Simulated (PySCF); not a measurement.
C8H13NO.
Structure used (GFN2-xTB), in Å, numbered top down from 1:
```xyz
23
C8H13NO angstrom
C      4.1007   -0.7008    0.6870
C      3.1886    0.3530    0.0927
O      3.5745    1.4116   -0.3483
N      1.8749   -0.0123    0.1056
C      0.8466    0.7806   -0.4007
C     -0.4235    0.4094   -0.4091
C     -1.1535   -0.8290    0.0411
C     -2.4581   -0.2156   -0.5155
C     -3.5752   -0.0254    0.4931
C     -1.6830    1.0643   -0.9004
H      3.8642   -0.8492    1.7388
H      5.1319   -0.3731    0.5976
H      3.9771   -1.6464    0.1633
H      1.6131   -0.9102    0.4850
H      1.1853    1.7286   -0.7913
H     -0.8365   -1.7581   -0.4351
H     -1.1642   -0.9775    1.1223
H     -2.8344   -0.7553   -1.3863
H     -3.2111    0.5107    1.3670
H     -3.9656   -0.9887    0.8158
H     -4.3896    0.5465    0.0532
H     -1.6897    1.3170   -1.9600
H     -1.9773    1.9470   -0.3326
```

Computed at PBE0/pcSseg-1 (PySCF, non-relativistic), with Q(17O) = −0.0256 b, Q(14N) = 0.02044 b: O3, 17O (I = 5/2): χzz = 9.935 MHz, η = 0.047; N4, 14N (I = 1): χzz = -4.197 MHz, η = 0.054.

Question: Find the zero-field quadrupole resonance frequencies of 17O at O3.

Answer: From the eigenvalues of H = χ/[4I(2I − 1)] × [3Iz² − I(I + 1) + η(Ix² − Iy²)], steps between neighbouring levels, labelled as for η = 0: ±1/2↔±3/2 1.494 MHz, ±3/2↔±5/2 2.979 MHz (amide oxygen).

Question: Where would the pure quadrupole (NQR) lines of 14N at N4 fall for the rigid, isolated species?

Answer: From ν± = (3/4)|χ|(1 ± η/3) and ν0 = |χ|η/2: ν+ 3.204 MHz, ν− 3.090 MHz, ν0 0.114 MHz (amide nitrogen).

In a crystal, neighbours and librations shift these lines. GFN2-xTB bond lengths can be off by several hundredths of an ångström, more for odd bonds, and the gradients follow them. A larger basis could move these couplings by a tenth or more.

One conformer stands for the species.
